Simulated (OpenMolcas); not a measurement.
OpenMolcas run: Kr6+

Input:

```
&GATEWAY
Coord
1

Kr 0.0 0.0 0.0
Basis=ANO-R2
Group=XYZ
NoMove
AngMom=0.0 0.0 0.0
AMFI
&SEWARD
* reference wave functions (RASSCF and RASSI steps not shown): 2 electrons in 8 orbitals (4s 4p 5s 5p)
>>> COPY JOB001 $Project.JobIph
&CASPT2
Multistate=3 1 2 3
Frozen=3 6
IPEA=0.25
Imaginary=0.1
MaxIter=60
WThr=0.0 0.3 0.05
PrWF=0.5
NoMix
>>> COPY JOB002 $Project.JobIph
&CASPT2
Multistate=6 1 2 3 4 5 6
Frozen=3 6
IPEA=0.25
Imaginary=0.1
MaxIter=60
WThr=0.0 0.3 0.05
PrWF=0.5
NoMix
>>> COPY JOB003 $Project.JobIph
&CASPT2
Multistate=3 1 2 3
Frozen=3 6
IPEA=0.25
Imaginary=0.1
MaxIter=60
WThr=0.0 0.3 0.05
PrWF=0.5
NoMix
...
```

Output, cut to the results:

```
--- CASPT2 ---
Orbital specifications:
      -----------------------

      Symmetry species                           1   2
                                                ag  au
      Frozen orbitals                            3   6
      Inactive orbitals                          5   0
      Active orbitals                            2   6
      Secondary orbitals                        25  24
      Deleted orbitals                           0   0
      Number of basis functions                 35  36
Type of calculation                        MS-CASPT2
      Fock operator                              state-specific
      IPEA shift                                 0.25
      Real shift                                 0.00
      Imaginary shift                            0.10
      The input orbitals will be transformed to quasi-canonical
Reference energy:       -2777.4046115846
      E2 (Non-variational):      -0.4160603095
      Shift correction:          -0.0000223404
      E2 (Variational):          -0.4160826499
      Total energy:           -2777.8206942345
      Residual norm:              0.0000002897
      Reference weight:           0.97863
      Contributions to the CASPT2 correlation energy
      Active & Virtual Only:         -0.0072495211
      One Inactive Excited:          -0.0543935317
      Two Inactive Excited:          -0.3544172566
Reference energy:       -2777.4046115846
      E2 (Non-variational):      -0.4160576968
      Shift correction:          -0.0000223384
      E2 (Variational):          -0.4160800352
      Total energy:           -2777.8206916198
      Residual norm:              0.0000002897
      Reference weight:           0.97863
      Contributions to the CASPT2 correlation energy
      Active & Virtual Only:         -0.0072495215
      One Inactive Excited:          -0.0543909175
      Two Inactive Excited:          -0.3544172578
::    CASPT2 Root  1     Total energy:  -2777.82069423
::    CASPT2 Root  2     Total energy:  -2777.82069162
::    CASPT2 Root  3     Total energy:  -2777.82069428
::    MS-CASPT2 Root  1     Total energy:  -2777.82069428
::    MS-CASPT2 Root  2     Total energy:  -2777.82069423
::    MS-CASPT2 Root  3     Total energy:  -2777.82069162
--- CASPT2 ---
Orbital specifications:
      -----------------------

      Symmetry species                           1   2
                                                ag  au
      Frozen orbitals                            3   6
      Inactive orbitals                          5   0
      Active orbitals                            2   6
      Secondary orbitals                        25  24
      Deleted orbitals                           0   0
      Number of basis functions                 35  36
Type of calculation                        MS-CASPT2
      Fock operator                              state-specific
      IPEA shift                                 0.25
      Real shift                                 0.00
      Imaginary shift                            0.10
      The input orbitals will be transformed to quasi-canonical
Reference energy:       -2778.6841126238
      E2 (Non-variational):      -0.4141084669
      Shift correction:          -0.0000128258
      E2 (Variational):          -0.4141212927
      Total energy:           -2779.0982339165
      Residual norm:              0.0000005643
      Reference weight:           0.98082
      Contributions to the CASPT2 correlation energy
      Active & Virtual Only:         -0.0030186890
      One Inactive Excited:          -0.0550255849
      Two Inactive Excited:          -0.3560641930
Reference energy:       -2777.3298179676
      E2 (Non-variational):      -0.4763148144
      Shift correction:          -0.0009160951
      E2 (Variational):          -0.4772309095
      Total energy:           -2777.8070488771
      Residual norm:              0.0000002573
      Reference weight:           0.91716
      Contributions to the CASPT2 correlation energy
      Active & Virtual Only:         -0.0676423943
      One Inactive Excited:          -0.0541532856
      Two Inactive Excited:          -0.3545191346
::    CASPT2 Root  1     Total energy:  -2779.09823392
::    CASPT2 Root  2     Total energy:  -2777.80704888
::    CASPT2 Root  3     Total energy:  -2777.80705235
::    CASPT2 Root  4     Total energy:  -2777.80707520
::    CASPT2 Root  5     Total energy:  -2777.80704840
::    CASPT2 Root  6     Total energy:  -2777.80706414
::    MS-CASPT2 Root  1     Total energy:  -2779.09823395
::    MS-CASPT2 Root  2     Total energy:  -2777.80708494
::    MS-CASPT2 Root  3     Total energy:  -2777.80706374
::    MS-CASPT2 Root  4     Total energy:  -2777.80705375
::    MS-CASPT2 Root  5     Total energy:  -2777.80704776
::    MS-CASPT2 Root  6     Total energy:  -2777.80703874
--- CASPT2 ---
Orbital specifications:
      -----------------------

      Symmetry species                           1   2
                                                ag  au
      Frozen orbitals                            3   6
      Inactive orbitals                          5   0
      Active orbitals                            2   6
      Secondary orbitals                        25  24
      Deleted orbitals                           0   0
      Number of basis functions                 35  36
Type of calculation                        MS-CASPT2
      Fock operator                              state-specific
      IPEA shift                                 0.25
      Real shift                                 0.00
      Imaginary shift                            0.10
      The input orbitals will be transformed to quasi-canonical
Reference energy:       -2778.1341189792
      E2 (Non-variational):      -0.4072883394
      Shift correction:          -0.0000226297
      E2 (Variational):          -0.4073109691
      Total energy:           -2778.5414299483
      Residual norm:              0.0000001713
      Reference weight:           0.97968
...
```

Levels above the lowest, from the spin-orbit matrix with the single-state CASPT2 energies, averaged by term, on its diagonal:

```
Configuration  Term  J  E (cm-1)  Measured (cm-1)      g  Term weight %
          4s2    1S  0       0.0              0.0                   100
        4s 4p   3P*  0    116540           117390                   100
        4s 4p   3P*  1    119082           120095  1.498             99
        4s 4p   3P*  2    125048           126553  1.501            100
        4s 4p   1P*  1    169288           170835  1.003             99
```

Against the 4 measured excited levels shown (Saloman, J. Phys. Chem. Ref. Data 36, 215 (2007)) the mean absolute deviation is 1200 cm-1; the largest miss in energy is 4s 4p 1P* 1: computed 169288, measured 170835 cm-1 (-0.9 %), and the largest in proportion 4s 4p 3P* 2 (-1.2 %).

Over all roots computed the reference weight is 0.92 to 0.98; the roots of lowest weight are the least certain, and an intruder state may touch them. Some high roots are left out of the spin-orbit mixing, which shifts the levels that they would mix with. Active for correlation alone: 5p 5s; no level in the range computed is led by a configuration that fills them, so any true level of that kind is missing. Computed and measured levels are paired by configuration, term and J; levels that our copy of the source lacks, or whose pairing is in doubt (as where it misses far off the trend of its configuration), stay unpaired and out of the deviations. Levels of configurations outside the active space are missing. The first state left out of the spin-orbit step lies near 330000 cm-1 above the lowest spin-free state of the reference (among the parities and spins computed), and the list stops at four fifths of that energy or lower.

The term weight is that of the spin-free term in the level, not the purity of its configuration. * marks odd parity.
